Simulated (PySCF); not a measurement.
## [AsO3]-: fields on a plane

Method: PySCF, PBE0, basis As def2-SVPD, O def2-SVPD (no relativity, density fitting).

The singlet minimum has As–O 1.642 Å (×3); O–As–O 120.0° (×3).

The plane holds As1 at (0.00, 0.00), O2 at (1.64, 0.00), O3 at (-0.82, 1.42), O4 at (-0.82, -1.42) Å. Columns run from x = -2.85 to 4.05 Å, rows from y = 3.75 (top) to -3.45 Å, in steps of 0.3 Å. Other isomers or separated fragments may lie lower.

Give the electrostatic potential (V) (cut at 20 V). Lower edges of the bins (V): '0' -6.61, '1' -6.45, '2' -6.20, '3' -5.81, '4' -5.18, '5' -4.19, '6' -2.62, '7' -0.13, '8' 3.82, '9' 10.08; top 20.0.


```
555554444445555555555555
555444444444455555555555
554444333344444555555555
544433222233444445555555
444322220012344444555555
443224554102334444445555
432136998522333334444555
431059999744333223344455
431059999865543111234455
431048999987654200133445
432136899999876653123445
433245799999989996323445
433346899999999998423445
433346899999999998423445
433245799999989996323445
432136899999876653123445
431048999987654200133445
431059999865543111234455
431059999744333223344455
432136998522333334444555
443224554102334444445555
444322220012344444555555
544433222233444445555555
554444333344444555555555
555444444444455555555555
```

Give the electron density (e/Å³) (cut at 5 e/Å³). Every second row and column.


```
0.00 0.00 0.00 0.00 0.00 0.00 0.00 0.00 0.00 0.00 0.00 0.00
0.00 0.00 0.00 0.01 0.01 0.00 0.00 0.00 0.00 0.00 0.00 0.00
0.00 0.01 0.04 0.11 0.11 0.04 0.01 0.00 0.00 0.00 0.00 0.00
0.00 0.02 0.25 1.96 1.58 0.18 0.02 0.01 0.01 0.00 0.00 0.00
0.00 0.04 0.62 5.00 4.80 0.42 0.08 0.07 0.06 0.02 0.00 0.00
0.00 0.03 0.22 1.30 1.51 0.89 0.40 0.79 0.70 0.11 0.01 0.00
0.00 0.01 0.07 0.35 5.00 5.00 1.30 5.00 5.00 0.34 0.02 0.00
0.00 0.02 0.11 0.50 1.92 5.00 0.82 2.62 2.47 0.22 0.02 0.00
0.00 0.04 0.45 3.97 2.76 0.52 0.18 0.21 0.18 0.05 0.01 0.00
0.00 0.04 0.51 5.00 4.16 0.31 0.04 0.02 0.02 0.01 0.00 0.00
0.00 0.01 0.10 0.47 0.41 0.09 0.01 0.00 0.00 0.00 0.00 0.00
0.00 0.00 0.01 0.03 0.03 0.01 0.00 0.00 0.00 0.00 0.00 0.00
0.00 0.00 0.00 0.00 0.00 0.00 0.00 0.00 0.00 0.00 0.00 0.00
```

The lowest empty level of this anion is unbound, so it and the gap depend on the basis.
